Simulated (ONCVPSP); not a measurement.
**What the settings do to the ONCV potential of P**

Base potential:

```json
{
 "Element": "phosphorus (P)",
 "Generator": "ONCVPSP 4.0.1",
 "Type": "optimised norm-conserving Vanderbilt (ONCV)",
 "Functional": "PBE",
 "Relativity": "fully relativistic",
 "Frozen core": "[He]",
 "Valence charge": "13",
 "Reference configuration": "2s2 2p6 3s2 3p2 (charge +1)",
 "Partial waves": "2s+3s: rc 0.90 bohr, ncon 4, nbas 8, qcut 11.4 1/bohr, 2 projectors; 2p+3p: rc 0.90 bohr, ncon 4, nbas 7, qcut 19.1 1/bohr, 2 projectors; d scattering state at 0.19 Ha: rc 0.80 bohr, ncon 4, nbas 8, qcut 11.5 1/bohr, 2 projectors, debl 3.2 Ha",
 "Local potential": "polynomial inside 0.50 bohr (lpopt 1, dvloc0 3 Ha)",
 "Core correction": "Teter function, fcfact 4, rcfact 1.35"
}
```

Open shells are filled in proportion to 2j + 1.

All-electron outer shells of the reference configuration (PBE, scalar-relativistic, ld1.x):

```json
{"shell": "1s", "level (eV)": "-2095.02", "outermost node (bohr)": "–", "outermost maximum (bohr)": "0.07"}
{"shell": "2s", "level (eV)": "-184.63", "outermost node (bohr)": "0.14", "outermost maximum (bohr)": "0.42"}
{"shell": "2p", "level (eV)": "-135.15", "outermost node (bohr)": "–", "outermost maximum (bohr)": "0.36"}
{"shell": "3s", "level (eV)": "-23.29", "outermost node (bohr)": "0.65", "outermost maximum (bohr)": "1.56"}
{"shell": "3p", "level (eV)": "-14.22", "outermost node (bohr)": "0.64", "outermost maximum (bohr)": "1.76"}
```

Cutoffs, loose and tight: the cutoffs (Ha) at which the residual kinetic energy of the hardest occupied pseudo-wave falls to 1 and 0.1 mHa per electron. They do not see the model core or the augmentation charge, which bear on the density cutoff. Test errors are all-electron minus pseudo excitation energies from the reference, over the configurations 2s2 2p6 3s2 3p3; 2s2 2p6 3s2 3p1; 2s2 2p6 3s2 3p0; 2s1 2p6 3s2 3p3. A dash means not determined; rows that change the core or the reference have their own tests.

```tsv
change	outcome	cutoff, loose	cutoff, tight	bound ghosts	GHOST(+) flags above zero	largest test error (meV)
base	generated	120 Ha	138 Ha	none	none	-522
d: rc 0.6	generated	120 Ha	138 Ha	none	d5/2, d3/2	-522
core correction Teter function, fcfact 5.6, rcfact 1.35	generated	120 Ha	138 Ha	none	none	-525
```

(1) What comes out with this change to the base: functional PBEsol?

## Answers

(1) outcome: generated; cutoff, loose: 121 Ha; cutoff, tight: 138 Ha; bound ghosts: none; GHOST(+) flags above zero: none; largest test error (meV): -495.
